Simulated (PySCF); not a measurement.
# Electron correlation in Zr³⁺ (zirconium, charge +3)

[Kr] 4d1, 2D determinant. All numbers are calculated (PySCF 2.14, a scalar-relativistic core potential, in def2-QZVPPD with the def2 core potential (28 electrons) (7s5p4d3f2g, 81 functions)). Frozen: nothing; 9 electrons correlated.

| level | correlation energy (mhartree) |
| --- | --- |
| CCSD | -236.72 |
| (T) | -5.15 |
| CCSD(T) | -241.87 |

Diagnostics: T1 = 0.0029, D1 = 0.0084, largest double amplitude 0.033.

Q: Is a single reference adequate?

A: Yes, within this model without spin-orbit coupling: T1 lies below 0.03 and no double amplitude reaches 0.07.

The basis has no tight functions for the innermost shells, so their pair energies are far from complete.

This basis was not built for core-valence correlation, so the inner-shell part is incomplete.
